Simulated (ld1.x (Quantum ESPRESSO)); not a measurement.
Pm, TM semilocal: configuration errors across variants

* Element: promethium
* Generator: ld1.x (Quantum ESPRESSO) 7.5
* Type: norm-conserving Troullier–Martins (semilocal form)
* Functional: LDA (PZ)
* Relativity: scalar-relativistic
* Frozen core: [Kr] 4d10 4f4
* Valence charge: 11
* Reference configuration: 5s2 5p6 5d1 6s1.75 6p0 (charge +0.25)
* Partial waves: 5s (bound): rc 1.80 bohr; 5p (bound): rc 2.75 bohr; 5d (bound): rc 3.75 bohr
* Local potential: the d channel
* Core correction: none

Occupied shells without a wave of their own: 6s. They enter only through the test configuration that unscreens the potential.

All-electron excitation energies from the reference (eV): (1) 5s2 5p6 5d1 6s2 6p0 -1.170; (2) 5s2 5p6 5d1 6s1 6p0 5.397; (3) 5s2 5p6 5d1 6s0 6p0 17.271; (4) 5s2 5p6 5d0 6s0 6p0 37.069; (5) 5s2 5p6 5d0 6s2 6p0 5.298; (6) 5s1 5p6 5d1 6s2 6p0 49.580.

A semilocal file is local in each channel, so a ghost entry of none says nothing of the separable form that plane-wave codes build from it.

For the base: The 6s level has no wave, so the channel is fitted at the deeper level alone: the likely source of the large errors.

Tests that are not counted but printed errors over 1 eV. “base”: 5s2 5p6 5d1 6s0 6p2 (pseudo-atom not self-consistent, printed error -651 eV). “wave 5s (bound): rc 1.80 bohr becomes 5s (bound): rc 1.30 bohr”: 5s2 5p6 5d1 6s0 6p2 (solver errors, printed error -12.8 eV). “wave 5s (bound): rc 1.80 bohr becomes 5s (bound): rc 1.44 bohr”: 5s2 5p6 5d1 6s0 6p2 (solver errors, printed error -23.3 eV). “wave 5s (bound): rc 1.80 bohr becomes 5s (bound): rc 2.04 bohr”: 5s2 5p6 5d1 6s0 6p2 (pseudo-atom not self-consistent, printed error -809 eV). “wave 5s (bound): rc 1.80 bohr becomes 5s (bound): rc 2.60 bohr”: 5s2 5p6 5d1 6s0 6p2 (solver errors, printed error -18.5 eV); 5s1 5p6 5d1 6s2 6p0 (converged, but collapsed or in another state, printed error -20.4 eV).

The file “wave 5s (bound): rc 1.80 bohr becomes 5s (bound): rc 2.04 bohr” misses its own reference levels by 0.6 eV. The file “wave 5s (bound): rc 1.80 bohr becomes 5s (bound): rc 2.60 bohr” misses its own reference levels by 2.0 eV.

Errors AE − PS in meV (a dash: test not solved or not reliable):

```tsv
change	(1)	(2)	(3)	(4)	(5)	(6)	bound ghosts
base	+52	-206	-633	-894	+89	-0.2	not determined
wave 5s (bound): rc 1.80 bohr becomes 5s (bound): rc 1.30 bohr	+13	-51	-155	-215	+28	-97	not determined
wave 5s (bound): rc 1.80 bohr becomes 5s (bound): rc 1.44 bohr	+12	-48	-145	-201	+27	-100	not determined
wave 5s (bound): rc 1.80 bohr becomes 5s (bound): rc 2.04 bohr	+135	-538	-1660	-2336	+213	+194	not determined
wave 5s (bound): rc 1.80 bohr becomes 5s (bound): rc 2.60 bohr	+463	-1849	-5733	-7266	+1099	–	not determined
```

(1) Give the same row for: wave 5s (bound): rc 1.80 bohr becomes 5s (bound): rc 2.32 bohr.

## Answers

(1) –, –, –, –, –, –; bound ghosts: not determined. Not counted: all (the test run did not reproduce the reference configuration, from which every error is measured).
